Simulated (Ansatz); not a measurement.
Stepwise reaction of `[F][Ti]([F])([I])[I]` with hydrogen chloride, as a gas-phase model of exchange steps in deposition or etching. ΔE in kJ/mol; ΔG adds harmonic PBE0-D4 terms to CCSD(T)/CBS, at 1 bar.

Computed with Ansatz on PBE0-D4/def2-TZVP structures; ΔE is electronic, products minus reactants. CBS: MP2 limit from def2 TZ/QZ plus the TZ coupled-cluster correction, frozen cores. This one scheme is used for every species. Functionals use def2-TZVPP. B3LYP here is the variant with VWN-RPA as its local correlation; programs differ in this. Elements past krypton have def2 core potentials. For I, Ti outer-core shells are correlated without core-valence functions, which leaves a few kJ/mol of doubt a bond. Scalar relativity is left out up to krypton.

```json
{"step": "1", "reaction": "`[F][Ti]([F])([I])[I]` + HCl → `[F][Ti]([F])([Cl])[I]` + HI", "PBE-D4": "-5.9", "B3LYP-D4": "-9.4", "ωB97M-V": "-13.5", "CCSD(T)/CBS": "-3.2", "ΔG(600 K)": "-9.4"}
```

Task: Give the row of step 2, `[F][Ti]([F])([Cl])[I]` + HCl → `[F][Ti]([F])([Cl])[Cl]` + HI. (An estimate is asked.)

Result: Ansatz gave: 
| step | reaction | PBE-D4 | B3LYP-D4 | ωB97M-V | CCSD(T)/CBS | ΔG(600 K) |
| --- | --- | --- | --- | --- | --- | --- |
| 2 | `[F][Ti]([F])([Cl])[I]` + HCl → `[F][Ti]([F])([Cl])[Cl]` + HI | -6.5 | -9.8 | -13.8 | -4.7 | -3.9 |

Task: By hand: ΔE of the 2 steps together at CCSD(T)/CBS.

Result: (-3.2) + (-4.7) = -7.9 kJ/mol, or -4.0 kJ/mol a step.

In ΔE the steps differ by no more than 1.5 kJ/mol. ΔG lies between -9.4 and -3.9 kJ/mol a step. PBE-D4 differs from CCSD(T)/CBS by -2.7 to -1.8 kJ/mol a step. Only this route is followed, and other bonds may react first. Isolated molecules leave out the surface, adducts and barriers. Largest T1 diagnostic: 0.024.
